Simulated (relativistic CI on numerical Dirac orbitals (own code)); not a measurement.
# Hyperfine structure of Ru⁸⁺, mass number 99

Method of calculation: Dirac-Coulomb-Breit CI, separate exchange-only KLI orbitals for each configuration, QED by a radiative potential, unscaled Slater integrals (own radial code, finite nucleus).

Configurations in the expansion (outside the closed core [Ar] 3d10): 4s2 4p6, 4s2 4p5 4d, 4s 4p6 4d, 4s2 4p5 4f, 4s 4p6 4f, 4s2 4p5 5s, 4s2 4p5 5p, 4s2 4p5 5d, 4s 4p6 5s, 4p6 4d2, 4p5 4d3, 4p5 4d2 4f, 4p5 4d2 5s, 4p5 4d2 5p. Double excitations out of closed p, d and f shells are left out; levels of such configurations are missing from the list, as are those of other unlisted configurations, and high levels can miss mixing partners. These lack a partner that the ground configuration has and come out too high: 4s2 4p5 5d.

Nuclear spin I = 5/2, μ = -0.641 μN, Q = 0.079 b (tables of Stone and Pyykkö). The electronic factors are computed for point nuclear moments, without core polarisation or the Bohr-Weisskopf and QED corrections.

```json
{"Level": "4s2 4p5 4d 3P°_1", "E (eV)": "44.9165", "A (MHz)": "-134.3", "B (MHz)": "71.5"}
{"Level": "4s2 4p5 4d 3P°_2", "E (eV)": "46.0734", "A (MHz)": "-5.356", "B (MHz)": "103"}
{"Level": "4s2 4p5 4d 3F°_4", "E (eV)": "46.3105", "A (MHz)": "-536.2", "B (MHz)": "-551"}
{"Level": "4s2 4p5 4d 3F°_3", "E (eV)": "46.7313", "A (MHz)": "-815.3", "B (MHz)": "-591"}
{"Level": "4s2 4p5 4d 3F°_2", "E (eV)": "47.6713", "A (MHz)": "-1039", "B (MHz)": "-348"}
{"Level": "4s2 4p5 4d 3D°_3", "E (eV)": "49.5805", "A (MHz)": "-453.9", "B (MHz)": "258"}
{"Level": "4s2 4p5 4d 3D°_1", "E (eV)": "51.0314", "A (MHz)": "226", "B (MHz)": "193"}
{"Level": "4s2 4p5 4d 3D°_2", "E (eV)": "52.1910", "A (MHz)": "520.5", "B (MHz)": "360"}
```

Levels with J = 0, under 50 % of one LS term, or S terms without an open s electron are left out. Small factors come from cancelling terms and can be off by tens of per cent or more.

At this charge configurations can still be misplaced by up to about 7 % of their energy.

Q: Give the hyperfine levels of 4s2 4p5 4d 3F°_4 relative to its centre of gravity.

A: With K = F(F + 1) − I(I + 1) − J(J + 1), E = AK/2 + B[¾K(K + 1) − I(I + 1)J(J + 1)]/[2I(2I − 1)J(2J − 1)]: F = 3/2: 6432, F = 5/2: 5254, F = 7/2: 3542, F = 9/2: 1236, F = 11/2: -1746, F = 13/2: -5500 MHz.

LS names give the leading component of a level, which can be under half, so a name can repeat, a term be missing and a line seem to break the LS rules.
